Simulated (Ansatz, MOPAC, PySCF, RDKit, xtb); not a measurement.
Noncovalent pair: HF (SMILES F) (first 2 atoms) with C2H4 (SMILES C=C); geometry from B3LYP-D3(BJ)/def2-TZVP, rigid monomers moved along the line of their centres of mass till H2···C3 is 2.55 Å.
(charge 0, multiplicity 1):
```xyz
8

F     -0.234     0.856     0.585
H     -0.168     0.555     1.469
C     -0.521     0.140     3.957
C      0.522    -0.614     3.625
H     -0.398     1.160     4.302
H     -1.535    -0.237     3.907
H      0.400    -1.636     3.289
H      1.537    -0.240     3.685
```

```json
[
 {"level": "UFF", "interaction energy (kcal/mol)": "1.65", "minus MP2/CBS(aug-cc-pVDZ, aug-cc-pVTZ) + ΔCCSD(T)/aug-cc-pVDZ": "5.68", "cost": "-"},
 {"level": "GFN-FF", "interaction energy (kcal/mol)": "-2.78", "minus MP2/CBS(aug-cc-pVDZ, aug-cc-pVTZ) + ΔCCSD(T)/aug-cc-pVDZ": "1.25", "cost": "-"},
 {"level": "AM1", "interaction energy (kcal/mol)": "-1.11", "minus MP2/CBS(aug-cc-pVDZ, aug-cc-pVTZ) + ΔCCSD(T)/aug-cc-pVDZ": "2.92", "cost": "-"},
 {"level": "PM3", "interaction energy (kcal/mol)": "-1.87", "minus MP2/CBS(aug-cc-pVDZ, aug-cc-pVTZ) + ΔCCSD(T)/aug-cc-pVDZ": "2.16", "cost": "-"},
 {"level": "PM6", "interaction energy (kcal/mol)": "-1.39", "minus MP2/CBS(aug-cc-pVDZ, aug-cc-pVTZ) + ΔCCSD(T)/aug-cc-pVDZ": "2.64", "cost": "-"},
 {"level": "PM7", "interaction energy (kcal/mol)": "-1.81", "minus MP2/CBS(aug-cc-pVDZ, aug-cc-pVTZ) + ΔCCSD(T)/aug-cc-pVDZ": "2.22", "cost": "-"},
 {"level": "GFN1-xTB", "interaction energy (kcal/mol)": "-2.65", "minus MP2/CBS(aug-cc-pVDZ, aug-cc-pVTZ) + ΔCCSD(T)/aug-cc-pVDZ": "1.38", "cost": "-"},
 {"level": "GFN2-xTB", "interaction energy (kcal/mol)": "-2.77", "minus MP2/CBS(aug-cc-pVDZ, aug-cc-pVTZ) + ΔCCSD(T)/aug-cc-pVDZ": "1.26", "cost": "-"},
 {"level": "HF/3-21G (no counterpoise)", "interaction energy (kcal/mol)": "-4.61", "minus MP2/CBS(aug-cc-pVDZ, aug-cc-pVTZ) + ΔCCSD(T)/aug-cc-pVDZ": "-0.58", "cost": "-"},
 {"level": "HF/6-31G*", "interaction energy (kcal/mol)": "-3.42", "minus MP2/CBS(aug-cc-pVDZ, aug-cc-pVTZ) + ΔCCSD(T)/aug-cc-pVDZ": "0.61", "cost": "-"},
 {"level": "HF/6-31G* (no counterpoise)", "interaction energy (kcal/mol)": "-4.22", "minus MP2/CBS(aug-cc-pVDZ, aug-cc-pVTZ) + ΔCCSD(T)/aug-cc-pVDZ": "-0.19", "cost": "-"},
 {"level": "HF/aug-cc-pVDZ", "interaction energy (kcal/mol)": "-3.21", "minus MP2/CBS(aug-cc-pVDZ, aug-cc-pVTZ) + ΔCCSD(T)/aug-cc-pVDZ": "0.82", "cost": "-"},
 {"level": "HF/aug-cc-pVTZ", "interaction energy (kcal/mol)": "-3.24", "minus MP2/CBS(aug-cc-pVDZ, aug-cc-pVTZ) + ΔCCSD(T)/aug-cc-pVDZ": "0.79", "cost": "-"},
 {"level": "PBE/def2-TZVPPD", "interaction energy (kcal/mol)": "-4.28", "minus MP2/CBS(aug-cc-pVDZ, aug-cc-pVTZ) + ΔCCSD(T)/aug-cc-pVDZ": "-0.25", "cost": "×1"},
 {"level": "PBE-D3(BJ)/def2-TZVPPD", "interaction energy (kcal/mol)": "-4.86", "minus MP2/CBS(aug-cc-pVDZ, aug-cc-pVTZ) + ΔCCSD(T)/aug-cc-pVDZ": "-0.83", "cost": "×1"},
 {"level": "PBE-D4/def2-TZVPPD", "interaction energy (kcal/mol)": "-4.72", "minus MP2/CBS(aug-cc-pVDZ, aug-cc-pVTZ) + ΔCCSD(T)/aug-cc-pVDZ": "-0.69", "cost": "×1"},
 {"level": "BP86/6-31G* (no counterpoise)", "interaction energy (kcal/mol)": "-4.31", "minus MP2/CBS(aug-cc-pVDZ, aug-cc-pVTZ) + ΔCCSD(T)/aug-cc-pVDZ": "-0.27", "cost": "-"},
 {"level": "r2SCAN-D3(BJ)/def2-TZVPPD", "interaction energy (kcal/mol)": "-4.68", "minus MP2/CBS(aug-cc-pVDZ, aug-cc-pVTZ) + ΔCCSD(T)/aug-cc-pVDZ": "-0.65", "cost": "×1"},
 {"level": "r2SCAN-D4/def2-TZVPPD", "interaction energy (kcal/mol)": "-4.63", "minus MP2/CBS(aug-cc-pVDZ, aug-cc-pVTZ) + ΔCCSD(T)/aug-cc-pVDZ": "-0.60", "cost": "×1"},
 {"level": "B3LYP/3-21G (no counterpoise)", "interaction energy (kcal/mol)": "-5.07", "minus MP2/CBS(aug-cc-pVDZ, aug-cc-pVTZ) + ΔCCSD(T)/aug-cc-pVDZ": "-1.03", "cost": "-"},
 {"level": "B3LYP/6-31G*", "interaction energy (kcal/mol)": "-3.97", "minus MP2/CBS(aug-cc-pVDZ, aug-cc-pVTZ) + ΔCCSD(T)/aug-cc-pVDZ": "0.06", "cost": "-"},
 {"level": "B3LYP/6-311+G** (no counterpoise)", "interaction energy (kcal/mol)": "-4.03", "minus MP2/CBS(aug-cc-pVDZ, aug-cc-pVTZ) + ΔCCSD(T)/aug-cc-pVDZ": "0.00", "cost": "-"},
 {"level": "B3LYP/def2-TZVPPD", "interaction energy (kcal/mol)": "-3.72", "minus MP2/CBS(aug-cc-pVDZ, aug-cc-pVTZ) + ΔCCSD(T)/aug-cc-pVDZ": "0.31", "cost": "×1"},
 {"level": "B3LYP-D3(BJ)/def2-TZVPPD", "interaction energy (kcal/mol)": "-4.62", "minus MP2/CBS(aug-cc-pVDZ, aug-cc-pVTZ) + ΔCCSD(T)/aug-cc-pVDZ": "-0.58", "cost": "×1"},
 {"level": "B3LYP-D4/def2-TZVPPD", "interaction energy (kcal/mol)": "-4.37", "minus MP2/CBS(aug-cc-pVDZ, aug-cc-pVTZ) + ΔCCSD(T)/aug-cc-pVDZ": "-0.34", "cost": "×1"},
 {"level": "PBE0/def2-TZVPPD", "interaction energy (kcal/mol)": "-4.26", "minus MP2/CBS(aug-cc-pVDZ, aug-cc-pVTZ) + ΔCCSD(T)/aug-cc-pVDZ": "-0.23", "cost": "×1"},
 {"level": "PBE0-D3(BJ)/def2-TZVPPD", "interaction energy (kcal/mol)": "-4.77", "minus MP2/CBS(aug-cc-pVDZ, aug-cc-pVTZ) + ΔCCSD(T)/aug-cc-pVDZ": "-0.74", "cost": "×1"},
 {"level": "PBE0-D4/def2-TZVPPD", "interaction energy (kcal/mol)": "-4.66", "minus MP2/CBS(aug-cc-pVDZ, aug-cc-pVTZ) + ΔCCSD(T)/aug-cc-pVDZ": "-0.63", "cost": "×1"},
 {"level": "M06-2X/6-31G* (no counterpoise)", "interaction energy (kcal/mol)": "-4.99", "minus MP2/CBS(aug-cc-pVDZ, aug-cc-pVTZ) + ΔCCSD(T)/aug-cc-pVDZ": "-0.96", "cost": "-"},
 {"level": "wB97M-V/def2-TZVPPD", "interaction energy (kcal/mol)": "-4.36", "minus MP2/CBS(aug-cc-pVDZ, aug-cc-pVTZ) + ΔCCSD(T)/aug-cc-pVDZ": "-0.33", "cost": "×3"},
 {"level": "MP2/6-31G*", "interaction energy (kcal/mol)": "-3.51", "minus MP2/CBS(aug-cc-pVDZ, aug-cc-pVTZ) + ΔCCSD(T)/aug-cc-pVDZ": "0.52", "cost": "-"},
 {"level": "MP2/6-31G* (no counterpoise)", "interaction energy (kcal/mol)": "-4.70", "minus MP2/CBS(aug-cc-pVDZ, aug-cc-pVTZ) + ΔCCSD(T)/aug-cc-pVDZ": "-0.67", "cost": "-"},
 {"level": "MP2/aug-cc-pVDZ", "interaction energy (kcal/mol)": "-3.76", "minus MP2/CBS(aug-cc-pVDZ, aug-cc-pVTZ) + ΔCCSD(T)/aug-cc-pVDZ": "0.27", "cost": "-"},
 {"level": "MP2/aug-cc-pVTZ", "interaction energy (kcal/mol)": "-4.09", "minus MP2/CBS(aug-cc-pVDZ, aug-cc-pVTZ) + ΔCCSD(T)/aug-cc-pVDZ": "-0.06", "cost": "×3"},
 {"level": "MP2/CBS(aug-cc-pVDZ, aug-cc-pVTZ)", "interaction energy (kcal/mol)": "-4.22", "minus MP2/CBS(aug-cc-pVDZ, aug-cc-pVTZ) + ΔCCSD(T)/aug-cc-pVDZ": "-0.19", "cost": "-"},
 {"level": "SCS-MP2/aug-cc-pVDZ", "interaction energy (kcal/mol)": "-3.40", "minus MP2/CBS(aug-cc-pVDZ, aug-cc-pVTZ) + ΔCCSD(T)/aug-cc-pVDZ": "0.64", "cost": "-"},
 {"level": "SCS-MP2/aug-cc-pVTZ", "interaction energy (kcal/mol)": "-3.70", "minus MP2/CBS(aug-cc-pVDZ, aug-cc-pVTZ) + ΔCCSD(T)/aug-cc-pVDZ": "0.33", "cost": "-"},
 {"level": "CCSD/aug-cc-pVDZ", "interaction energy (kcal/mol)": "-3.44", "minus MP2/CBS(aug-cc-pVDZ, aug-cc-pVTZ) + ΔCCSD(T)/aug-cc-pVDZ": "0.59", "cost": "-"},
 {"level": "CCSD(T)/aug-cc-pVDZ", "interaction energy (kcal/mol)": "-3.57", "minus MP2/CBS(aug-cc-pVDZ, aug-cc-pVTZ) + ΔCCSD(T)/aug-cc-pVDZ": "0.46", "cost": "×6"},
 {"level": "MP2/CBS(aug-cc-pVDZ, aug-cc-pVTZ) + ΔCCSD(T)/aug-cc-pVDZ", "interaction energy (kcal/mol)": "-4.03", "minus MP2/CBS(aug-cc-pVDZ, aug-cc-pVTZ) + ΔCCSD(T)/aug-cc-pVDZ": "0.00", "cost": "×9"}
]
```

 The comparison column counts from a level with limits of its own.

The rows run from -5.07 (B3LYP/3-21G (no counterpoise)) to 1.65 kcal/mol (UFF). From aug-cc-pVDZ to aug-cc-pVTZ MP2 changes by -0.33. The dispersion term adds -0.58 in PBE-D3(BJ), -0.44 in PBE-D4, -0.89 in B3LYP-D3(BJ). The 4 functionals in def2-TZVPPD without D3 or D4 span 0.64, from wB97M-V to B3LYP.

Interaction energies are E(AB) − E(A) − E(B) at the monomers' geometry in the complex; basis-set methods are counterpoise corrected. Rows marked so take none. RDKit's UFF carries no charges.

Cores are frozen in the correlated methods. CBS(a, b) extrapolates the correlation energy as X⁻³ and adds the Hartree–Fock energy of set b. Rows in 3-21G, 6-311+G**, 6-31G* carry no dispersion term and start afresh at each structure (6-31G* with six Cartesian d functions). MP2/6-31G* freezes PySCF's default core. The state that AM1, PM3, PM6, PM7 reach isn't checked; PM7 holds dispersion and hydrogen-bond terms.

Programs: Ansatz (a quantum-chemistry and plane-wave program) with Gaussian orbitals; MOPAC for AM1, PM3, PM6, PM7 (differences of heats of formation); PySCF for 3-21G rows, 6-311+G** rows, 6-31G* rows, the dispersion terms; RDKit for the force fields; xtb for the GFN methods. Each number belongs to the level named beside it.

Costs are rough ratios of core time to PBE/def2-TZVPPD (about 3 s over the structures, on one shared machine); a dash marks a level with no comparable run of its own.
